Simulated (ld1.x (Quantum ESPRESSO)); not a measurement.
Rb (Z = 37), TM: configuration errors across variants

rubidium (Rb), norm-conserving Troullier–Martins (Kleinman–Bylander form), made with ld1.x (Quantum ESPRESSO) 7.5 (PBEsol, scalar-relativistic). Core [Ar] 3d10, reference 4s2 4p6 5s1 5p0. Waves: 4s (bound): rc 1.75 bohr; 4d channel at 0.45 Ry: rc 1.55 bohr; 4p (bound): rc 1.65 bohr. Local part: the p channel. Core correction: none.

Occupied shells without a wave of their own: 5s. They enter only through the test configuration that unscreens the potential.

All-electron excitation energies from the reference (eV): (1) 4s2 4p6 5s0 5p0 4.069; (2) 4s2 4p6 5s0.5 5p0 1.561; (3) 4s2 4p6 5s0 5p1 1.492; (4) 4s2 4p5 5s1 5p0 21.149; (5) 4s1 4p6 5s1 5p0 37.739.

A true bound ghost makes a file unfit for plane-wave use even where its test errors are small: the radial tests pick states by their node count and pass the ghost by.

Errors AE − PS in meV (a dash: test not solved or not reliable):

| change | (1) | (2) | (3) | (4) | (5) | bound ghosts |
| --- | --- | --- | --- | --- | --- | --- |
| base | -20 | -7.4 | -11 | +6.4 | +0.1 | d |
| all radii scaled by about 0.86 (s 1.50, p 1.42, d 1.32 bohr) | +2.8 | +1.1 | +3.4 | -3.7 | -0.6 | d |
| all radii scaled by about 1.10 (s 1.92, p 1.82, d 1.70 bohr) | -56 | -21 | -34 | +21 | +2.5 | d |
| all radii scaled by about 1.18 (s 2.06, p 1.94, d 1.84 bohr) | -85 | -32 | -52 | +30 | +7.0 | none |
| all radii scaled by about 1.30 (s 2.28, p 2.14, d 2.02 bohr) | -161 | -61 | -2727 | +54 | +14 | none |
| all radii scaled by about 1.36 (s 2.38, p 2.24, d 2.10 bohr) | -209 | -79 | -2749 | +67 | +17 | none |

(1) Give the same row for: all radii scaled by about 0.76 (s 1.34, p 1.26, d 1.18 bohr).

## Answers

(1) +1.7, +0.7, +3.0, -3.9, +4.1; bound ghosts: none.
